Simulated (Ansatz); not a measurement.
Cost and result up the ladder for ZrBrF₃ (5 atoms). The state is a singlet with charge 0. Geometry: PBE0-D4/def2-SVP.

```xyz
5

Zr   -0.0086    0.0022   -0.1124
Br    0.1821   -0.0455    2.3756
F    -0.2668    1.7764   -0.7047
F    -1.4754   -1.0502   -0.6661
F     1.5687   -0.6828   -0.8923
```

Ansatz on 4 threads of Arm Neoverse V2 on a shared host. Times are rough, and most runs start from the orbitals of an earlier one. ωB97X-V/def2-TZVP serves as the yardstick here, not as an exact answer. Differences are given only for rows in sets of like size (and for xTB, whose basis is part of the method), since another set adds its own error. Binding counts from free atoms at the same level (Zr triplet, Br doublet, F doublet; other spins of the atoms weren't run), without zero-point energy or a counterpoise term.

In the def2 sets Zr takes a core potential; there is no spin–orbit coupling. B3LYP takes the VWN-RPA correlation. HSE06 is defined as in plane-wave codes, on full-range PBE exchange. Correlated methods freeze 12 core orbitals; core or outer-core shells of Zr, Br are correlated, in sets that lack core-valence functions.

Correlated methods converge slowly with the basis.

| level | functions | wall time | binding energy per atom (eV) | difference from ωB97X-V/def2-TZVP (eV) |
| --- | --- | --- | --- | --- |
| PBE0-D4/def2-SVP | 105 | 1.4 s | 5.00 | – |
| HSE06-D4/def2-TZVP | 181 | 2.5 s | 4.90 | -0.07 |
| PBE0-D4/def2-TZVP | 181 | 2.6 s | 4.90 | -0.07 |
| B3LYP-D4/def2-TZVP | 181 | 2.6 s | 4.89 | -0.08 |
| BHLYP-D4/def2-TZVP | 181 | 2.9 s | 4.61 | -0.37 |
| PBE0-D4/def2-TZVPD | 217 | 3.7 s | 4.90 | -0.07 |
| B2PLYP/def2-TZVP | 181 | 4.3 s | 4.90 | -0.07 |
| ωB97X-V/def2-TZVP | 181 | 7 s | 4.97 | 0.00 |
| B97M-V/def2-TZVP | 181 | 7.5 s | 4.95 | -0.03 |
| CCSD(T)/def2-TZVP | 181 | 2 min | 4.83 | -0.14 |
